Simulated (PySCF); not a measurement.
## How good is the calculation?

Structure with atom numbers: `[F:1][C:2]([F:3])([F:4])[C:5]([F:6])([F:7])[F:8]`.

Measured values that the calculation should reproduce: σ ¹⁹F F1/F3/F4/F6/F7/F8 282.6 ppm (measured; gas, 300 K; M. E. Harding, PhD thesis, Mainz 2008 (Harding, Lenhart, Auer, Gauss, JCP 2008, 128, 244111)).
δ ¹⁹F F1/F3/F4/F6/F7/F8 -89.1 ppm (measured; G. Saielli, R. Bini, A. Bagno, Computational 19F NMR. 2. Organic compounds, RSC Adv. 2014, ESI (exp. from Berger-Braun-Kalinowski 1994 and Everett 1995)).

[PySCF 2.14: shieldings: GIAO PBE/pcSseg-2; geometry: PBE0-D3(BJ)/def2-SVP; one computed conformer; averaged over atoms made equivalent by symmetry, fast rotation or ring inversion; no solvent; no relativistic terms]

Q: Set the calculated values beside the experiment.

A: 
Reference values: measured (gas, 300 K; M. E. Harding, PhD thesis, Mainz 2008 (Harding, Lenhart, Auer, Gauss, JCP 2008, 128, 244111)).
```
            atoms  quantity  reference  computed
F1/F3/F4/F6/F7/F8     σ ¹⁹F      282.6     256.2
```

Reference values: measured (G. Saielli, R. Bini, A. Bagno, Computational 19F NMR. 2. Organic compounds, RSC Adv. 2014, ESI (exp. from Berger-Braun-Kalinowski 1994 and Everett 1995)).
```tsv
atoms	quantity	reference	computed
F1/F3/F4/F6/F7/F8	δ ¹⁹F vs CFCl3	-89.1	-113.3
```

Absolute shieldings are compared as such; zero-point and thermal motion, absent here, lowers them by some tenths of a ppm for H, a few ppm for C and up to about 10 ppm for F.

Computed shifts are σ(ref) − σ with the named reference compound (TMS for H and C) calculated as an isolated molecule at the same level.

2 of the 7 published NMR values on file for this molecule are compared. The rest: values from further sources, other calculations.
